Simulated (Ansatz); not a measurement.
boron monoxide dimer (B2O2), SMILES O=BB=O.

Geometry: PBE0-D3(BJ)/def2-TZVP. One conformer was computed; it need not be the lowest.

Two levels are set side by side: PBE/def2-SVPD (Ansatz, a first-principles code) and ωB97X-V/def2-SVPD (Ansatz). Energy differences of separate SCF runs at the same geometry; the states with an electron removed or added have multiplicity 2 and 2. Differences are taken from unrounded values.

| quantity | ωB97X-V | PBE | PBE minus ωB97X-V |
|---|---|---|---|
| vertical ionisation energy (eV) | 13.89 | 13.22 | -0.67 |
| vertical singlet–triplet gap (eV) | 6.42 | 5.73 | -0.68 |
